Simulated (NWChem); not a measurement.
Molecule: C$_{3}$H$_{2}$FN; SMILES N#C/C=C/F

```xyz
7

N     -0.2280    -2.5310     0.0000
C      0.0957    -1.4171     0.0000
C      0.5114    -0.0573     0.0000
C     -0.3779     0.9418     0.0000
F      0.0024     2.1998     0.0000
H      1.5829     0.1627     0.0000
H     -1.4645     0.8104     0.0000
```
Atoms are numbered in this order, from 1.

All runs: NWChem. Pople sets run with spherical d functions. Coordinates come from a PBE0/def2-SVP optimisation. GIAO values for the isolated, static molecule; σ is the absolute isotropic shielding, δ = σ(reference) − σ with the isolated reference molecule computed at the same levels (13C: tetramethylsilane, 19F: trichlorofluoromethane, 1H: tetramethylsilane, 15N: ammonia).

```json
[
 {"level": "Hartree-Fock/6-31G*", "δ N1 (ppm)": "294.1", "δ C2 (ppm)": "106.6", "δ C3 (ppm)": "86.0", "δ C4 (ppm)": "163.2", "δ F5 (ppm)": "-62.3", "δ H6 (ppm)": "5.21", "δ H7 (ppm)": "7.52"},
 {"level": "B3LYP/6-31G*", "δ N1 (ppm)": "278.6", "δ C2 (ppm)": "100.3", "δ C3 (ppm)": "81.4", "δ C4 (ppm)": "159.1", "δ F5 (ppm)": "-77.2", "δ H6 (ppm)": "4.85", "δ H7 (ppm)": "7.15"},
 {"level": "PBE/pcSseg-1", "δ N1 (ppm)": "(withheld)", "δ C2 (ppm)": "(withheld)", "δ C3 (ppm)": "(withheld)", "δ C4 (ppm)": "(withheld)", "δ F5 (ppm)": "(withheld)", "δ H6 (ppm)": "5.19", "δ H7 (ppm)": "(withheld)"}
]
```

Question: Complete the blanks.

Answer: 
- PBE/pcSseg-1, δ N1 (ppm): 330.9
- PBE/pcSseg-1, δ C2 (ppm): 115.8
- PBE/pcSseg-1, δ C3 (ppm): 89.7
- PBE/pcSseg-1, δ C4 (ppm): 175.0
- PBE/pcSseg-1, δ F5 (ppm): -84.8
- PBE/pcSseg-1, δ H7 (ppm): 7.35
